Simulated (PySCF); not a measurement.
C3H9NSi. Atoms are numbered in the order given.

```xyz
14

N      2.2975     0.3104     0.1664
Si     0.8429    -0.2652    -0.5893
C     -0.7665     0.5146    -0.0320
C     -1.4843    -0.0088     1.2001
C     -2.0642    -0.2643    -0.1580
H      2.7402     1.1540    -0.1845
H      2.4097     0.2431     1.1738
H      0.6973    -1.7256    -0.2998
H      1.0296    -0.0392    -2.0532
H     -0.8572     1.5956    -0.1961
H     -1.0442    -0.8550     1.7391
H     -1.9832     0.7169     1.8490
H     -2.9635     0.2851    -0.4508
H     -2.0211    -1.2847    -0.5535
```

Geometry: B3LYP-D3(BJ)/def2-SVP. Other conformers were not sampled.

Computed with B3LYP-D3(BJ)/def2-SVP (PySCF).

Frequencies are harmonic and unscaled.

```csv
mode,ν (cm⁻¹),IR (km/mol),Raman (Å⁴/amu),depolarisation,moving atoms (share of kinetic energy)
1,73,1.7,0.1,0.71,"H 35 %, C 31 %, N 22 %, Si 12 %"
2,133,3.9,1.2,0.69,"H 45 %, C 24 %, N 23 %"
3,176,17.4,1.9,0.68,"H 79 %, C 11 %"
4,241,1.0,0.5,0.14,"H 43 %, C 41 %, Si 15 %"
5,314,27.0,5.0,0.61,"C 41 %, H 41 %, Si 11 %"
6,381,197.8,3.5,0.14,"H 60 %, N 33 %"
7,527,26.8,3.5,0.43,"H 71 %, Si 20 %, C 9 %"
8,638,31.7,7.8,0.29,"H 41 %, C 34 %, Si 24 %"
9,740,8.9,6.3,0.75,H 91 %
10,800,8.9,2.7,0.74,H 93 %
11,824,9.6,5.1,0.64,"H 77 %, C 12 %"
12,841,30.4,7.0,0.45,"N 41 %, H 36 %, Si 21 %"
13,879,41.6,12.2,0.73,"C 73 %, H 23 %"
14,901,58.5,7.8,0.73,"H 75 %, N 11 %"
15,927,226.3,15.8,0.70,"H 63 %, C 21 %, Si 14 %"
16,929,121.8,10.8,0.73,"H 81 %, C 14 %"
17,934,41.4,2.4,0.44,"H 53 %, C 41 %"
18,1028,11.5,5.2,0.69,"H 78 %, C 20 %"
19,1058,11.2,1.9,0.39,"H 77 %, C 23 %"
20,1076,2.1,0.2,0.74,"H 71 %, C 29 %"
21,1118,1.5,0.7,0.73,H 93 %
22,1180,0.2,5.8,0.75,"H 69 %, C 31 %"
23,1212,1.8,21.1,0.12,"H 51 %, C 48 %"
24,1304,21.8,7.5,0.46,"C 51 %, H 48 %"
25,1444,1.7,11.4,0.75,H 92 %
26,1488,1.2,5.6,0.75,"H 72 %, C 28 %"
27,1546,39.0,6.6,0.73,"H 90 %, N 10 %"
28,2195,121.2,96.7,0.17,H 97 %
29,2214,151.0,135.1,0.25,H 97 %
30,3108,17.9,52.4,0.35,H 95 %
31,3112,16.4,124.8,0.05,H 95 %
32,3122,4.1,147.2,0.20,"H 92 %, C 8 %"
33,3195,0.7,98.2,0.75,"H 89 %, C 11 %"
34,3206,14.9,65.5,0.53,"H 89 %, C 11 %"
35,3565,21.0,124.7,0.12,H 96 %
36,3656,21.6,75.9,0.74,"H 91 %, N 9 %"
```
